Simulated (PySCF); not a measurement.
GeH2, charge +1, multiplicity 2. Atoms are numbered in the order given.

```xyz
3

Ge     0.0000     0.0000     0.0457
H      0.0000     1.3518    -0.7307
H      0.0000    -1.3518    -0.7307
```
Charge +1, spin multiplicity 2.

Coordinates come from a B3LYP-D3(BJ)/def2-TZVPD optimisation. The spin state was assumed, not searched. The isomer is the one that the SMILES or the coordinates give; other isomers of the formula were not compared.

These are B3LYP/def2-TZVPD (PySCF) values and carry that method's errors.

Mulliken values depend strongly on the basis, most of all with diffuse functions as here. ESP charges are fitted to the potential on shells at 1.4 to 2.0 van der Waals radii. Atomic charges (e):

```tsv
atom	Mulliken	meta-Löwdin	ESP fit	Mulliken spin
Ge1	0.81	(withheld)	0.88	0.73
H2	0.09	(withheld)	0.06	0.13
H3	0.09	(withheld)	0.06	0.13
```

Q: What belongs in the gaps? (The exact figures need the calculation; the answer reports its results.)

A: 
- Ge1, meta-Löwdin: 0.87
- H2, meta-Löwdin: 0.07
- H3, meta-Löwdin: 0.07
